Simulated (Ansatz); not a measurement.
Ru₄, relaxed as a singlet with RKS PBE0-D4/def2-SVP in Ansatz, starting from the GFN2-xTB geometry. Force threshold 0.02 eV/Å.

In the def2 sets Ru takes a core potential; there is no spin–orbit coupling. The restricted singlet is unstable towards broken spin symmetry at other levels; at PBE0-D4/def2-SVP this wasn't settled. At PBE0-D4/def2-SVP a quintet of charge 0 lies 1.44 eV below the restricted singlet, each at its own geometry. The structure comes from a short search, and lower isomers may exist.

Start:

Cartesian coordinates in Å:
```
Ru 0.671 -0.114 2.013
Ru 1.415 -0.920 -1.283
Ru -0.188 2.038 -0.456
Ru -1.898 -1.003 -0.275
```

| step | energy (eV) | largest force component (eV/Å) | SCF passes |
| --- | --- | --- | --- |
| 1 | -10309.5363 | 3.192 | 240 |
| 2 | -10312.1483 | 2.823 | 119 |
| 3 | -10315.3352 | 5.152 | 244 |
| 4 | -10319.0200 | 4.223 | 161 |
| 5 | -10320.6924 | 1.507 | 67 |
| 6 | -10320.8359 | 0.206 | 45 |
| 7 | -10320.8408 | 0.049 | 53 |
| 8 | -10320.8410 | 0.011 | 44 |

Force components are those of the run's own axes.

End:

```
atom   x (Å)   y (Å)   z (Å)
 Ru1   0.448   0.051   1.403
 Ru2   0.865  -0.734  -0.941
 Ru3  -0.090   1.459  -0.190
 Ru4  -1.223  -0.775  -0.272
```

By distances, no bond broke or formed, bridged metal pairs apart. The bond that changes most is Ru2–Ru4, from 3.46 to 2.19 Å (atoms count from 1). Metal–metal contacts that move far: Ru2–Ru4 3.46 to 2.19 Å, Ru1–Ru3 3.39 to 2.19 Å, Ru1–Ru4 3.55 to 2.51 Å, Ru3–Ru4 3.49 to 2.51 Å, Ru1–Ru2 3.47 to 2.51 Å, Ru2–Ru3 3.47 to 2.51 Å.

No frequencies were taken in this run, so the end may be a saddle point.

Run time 37 s (4 threads of Arm Neoverse V2 on a shared host).
